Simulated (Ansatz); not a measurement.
`F[SiH]([SiH3])I` + H₂O → `O[SiH](F)[SiH3]` + HI at 400 K and 1 bar (formal hydrolysis of the Si–I bond).

Isolated molecules relaxed with PBE0-D4/def2-TZVP in Ansatz; ΔE leaves out vibrations. CBS: MP2 limit from def2 TZ/QZ plus the TZ coupled-cluster correction, frozen cores. This one scheme is used for every species. def2 core potentials past Kr. For I outer-core shells are correlated without core-valence functions, which leaves a few kJ/mol of doubt a bond. One conformer a species, not always the lowest.

```csv
species,CCSD(T)/CBS energy (Eh),H − E (kJ/mol),S (J/(mol·K))
`F[SiH]([SiH3])I`,-977.89058,130.4,396.0
H₂O,-76.37941,69.8,198.6
`O[SiH](F)[SiH3]`,-756.23815,165.6,373.8
HI,-298.03592,25.7,215.0
```

H − E and S are ideal-gas, rigid-rotor, harmonic terms from PBE0-D4/def2-TZVP, for one conformer and one mirror image of each species. 1 Eh = 2625.50 kJ/mol, R = 8.31446 J/(mol·K).

Task: By hand: ΔE, ΔH, ΔS and ΔG.

Result: ΔE = (-756.23815) + (-298.03592) − (-977.89058) − (-76.37941) = -0.00408 Eh = -10.7 kJ/mol. Δ(H − E) = 165.6 + 25.7 − 130.4 − 69.8 = -8.9, so ΔH = -19.6 kJ/mol. ΔS = 373.8 + 215.0 − 396.0 − 198.6 = -5.8 J/(mol·K). ΔG = -19.6 − 400 × (-5.8)/1000 = -17.3 kJ/mol.

Task: By hand: the equilibrium constant, and the temperature at which ΔG would vanish if ΔH and ΔS stayed fixed.

Result: log₁₀ K = −ΔG/(RT ln 10) = 2.3. ΔG = 0 at ΔH/ΔS = 3379 K, far beyond where these terms or the molecules hold.

The number of gas molecules stays the same, so ΔS is small and ΔH decides. A doubt of 5 kJ/mol in ΔE shifts log₁₀ K by 0.7 here. Other conformers and mirror images would add mixing entropy, several J/(mol·K) or more a flexible species. These are equilibria of isolated gas molecules and say nothing of rates. Largest T1 diagnostic: 0.013 (customary marks: 0.02 for closed shells, 0.045 for open ones).
